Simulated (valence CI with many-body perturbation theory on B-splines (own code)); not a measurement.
Cs50+: E2, E3, M1, M2 decay

Level of theory: configuration interaction combined with many-body perturbation theory (CI+MBPT): three valence electrons over a frozen Dirac-Fock core [He], radial functions for each j: 11 s, 11 p, 10 d, 8 f, 5 g, 2 h, with the one-electron correlation potential Σ1 (screened to all orders), the two-electron term Σ2, the three-electron term Σ3, Breit, model QED; selected single and double excitations, second order for the rest, scaled by the run's own slope (own B-spline code, finite nucleus).

No measured spectrum was set against this ion. As an estimate, large intervals hold to a few tenths of a per cent, small ones and those within an open d or f shell to about a per cent.

Lines 1 to 36 of 36 in falling wavelength, among levels below 63109 × 10³ cm⁻¹, chosen from the decays that carry over 1 % of a level's rate. Wavelengths and rates use the calculated energies. Electric multipoles are in the length gauge with retardation, E1 and E2 with the static RPA response of the core. M1 uses the relativistic operator with retardation. S is in atomic units (e²a₀⁴ for E2 and M2, e²a₀⁶ for E3), for M1 in squared Bohr magnetons. Weak lines are less certain than strong ones. Lines between different terms over intervals too small for the method are left out, as are lines whose strength nearly cancels. The highest levels of a list are the least certain.

Levels are named by their leading jj configuration (3d3/2^4 stands for four electrons in 3d with j = 3/2), which in mixed levels can hold well under half, so a name can repeat and another be missing. Letters in brackets count levels of one name in rising energy.

```csv
λ vac (Å),Upper,Lower,Type,A (s⁻¹),S (a.u.)
36.73,(2s 2p1/2 2p3/2) J=3/2 [a],(2s 2p1/2^2) J=1/2,M1,2.60e+08,1.91e+00
34.81,(2s 2p3/2 3d5/2) J=9/2,(2s 2p1/2 3d5/2) J=7/2,M1,2.57e+08,4.01e+00
31.92,(2s^2 2p3/2) J=3/2,(2s^2 2p1/2) J=1/2,M1,2.70e+08,1.30e+00
2.474,(2p1/2^2 3p1/2) J=1/2,(2p1/2^2 2p3/2) J=3/2,E2,3.43e+11,5.68e-05
2.446,(2s^2 3p1/2) J=1/2,(2s^2 2p3/2) J=3/2,E2,4.93e+11,7.71e-05
2.442,(2s 2p3/2 3p3/2) J=7/2,(2s 2p3/2^2) J=3/2,E2,1.18e+10,7.33e-06
2.406,(2s 2p3/2 3p3/2) J=7/2,(2s 2p3/2^2) J=5/2,E2,1.56e+11,8.96e-05
2.401,(2s 2p3/2 3p3/2) J=1/2 [b],(2s 2p3/2^2) J=3/2,E2,2.71e+11,3.86e-05
2.398,(2s 2p1/2 3p3/2) J=5/2,(2s 2p1/2 2p3/2) J=5/2,E2,1.36e+11,5.78e-05
2.390,(2s^2 3p3/2) J=3/2,(2s^2 2p3/2) J=3/2,E2,2.31e+11,6.45e-05
2.373,(2s 2p3/2 3d5/2) J=9/2,(2s 2p3/2^2) J=5/2,M2,7.45e+09,5.00e-06
2.373,(2s 2p3/2 3d5/2) J=9/2,(2s 2p3/2^2) J=5/2,E3,3.94e+08,5.31e-06
2.366,(2s 2p3/2 3p3/2) J=1/2 [b],(2s 2p3/2^2) J=5/2,E2,1.03e+11,1.36e-05
2.243,(2s 2p3/2 3p3/2) J=7/2,(2s 2p1/2 2p3/2) J=5/2,E2,1.36e+11,5.53e-05
2.238,(2s 2p1/2 3p3/2) J=5/2,(2s 2p1/2^2) J=1/2,E2,2.68e+11,8.06e-05
2.230,(2s 2p3/2 3p3/2) J=7/2,(2s 2p1/2 2p3/2) J=3/2 [a],E2,1.99e+11,7.85e-05
2.228,(2s 2p3/2 3p3/2) J=1/2 [b],(2s 2p1/2 2p3/2) J=3/2 [b],E2,2.84e+11,2.78e-05
2.224,(2s^2 3p3/2) J=3/2,(2s^2 2p1/2) J=1/2,E2,2.73e+11,5.30e-05
2.214,(2s 2p3/2 3d5/2) J=9/2,(2s 2p1/2 2p3/2) J=5/2,M2,1.80e+09,8.57e-07
2.214,(2s 2p3/2 3d5/2) J=9/2,(2s 2p1/2 2p3/2) J=5/2,E3,3.75e+08,3.12e-06
2.202,(2s 2p3/2 3d5/2) J=9/2,(2s 2p1/2 2p3/2) J=3/2 [a],E3,6.80e+08,5.42e-06
2.169,(2p1/2 2p3/2 3d3/2) J=7/2,(2s 2p1/2 2p3/2) J=3/2 [b],E2,4.57e+11,1.57e-04
2.163,(2p3/2^2 3d5/2) J=7/2,(2s 2p3/2^2) J=3/2,E2,6.06e+11,2.05e-04
2.153,(2p1/2^2 3d3/2) J=3/2,(2s 2p1/2^2) J=1/2,E2,1.33e+12,2.20e-04
2.150,(2p1/2 2p3/2 3d3/2) J=7/2,(2s 2p1/2 2p3/2) J=5/2,E2,6.89e+11,2.26e-04
2.143,(2p1/2 2p3/2 3d3/2) J=5/2 [a],(2s 2p1/2 2p3/2) J=3/2 [a],E2,6.53e+11,1.58e-04
2.142,(2p1/2 2p3/2 3d3/2) J=1/2 [a],(2s 2p1/2 2p3/2) J=3/2 [a],E2,1.22e+12,9.85e-05
2.138,(2p1/2 2p3/2 3d5/2) J=9/2,(2s 2p1/2 2p3/2) J=5/2,E2,1.39e+12,5.56e-04
2.138,(2p1/2 2p3/2 3d3/2) J=7/2,(2s 2p1/2 2p3/2) J=3/2 [a],E2,2.04e+11,6.50e-05
2.134,(2p3/2^2 3d5/2) J=7/2,(2s 2p3/2^2) J=5/2,E2,7.50e+11,2.37e-04
2.134,(2p3/2^2 3d5/2) J=9/2,(2s 2p3/2^2) J=5/2,E2,1.41e+12,5.56e-04
2.132,(2p1/2 2p3/2 3d5/2) J=7/2 [a],(2s 2p1/2 2p3/2) J=3/2 [a],E2,1.17e+12,3.69e-04
1.785,(2p1/2^2 4f7/2) J=7/2,(2p1/2^2 2p3/2) J=3/2,E2,1.06e+12,1.37e-04
1.772,(2s 2p1/2 4f7/2) J=9/2,(2s 2p1/2 2p3/2) J=5/2,E2,1.04e+12,1.63e-04
1.767,(2s^2 4f7/2) J=7/2,(2s^2 2p3/2) J=3/2,E2,1.06e+12,1.30e-04
1.684,(2s 2p1/2 4f5/2) J=3/2,(2s 2p1/2^2) J=1/2,E2,1.07e+12,5.19e-05
```
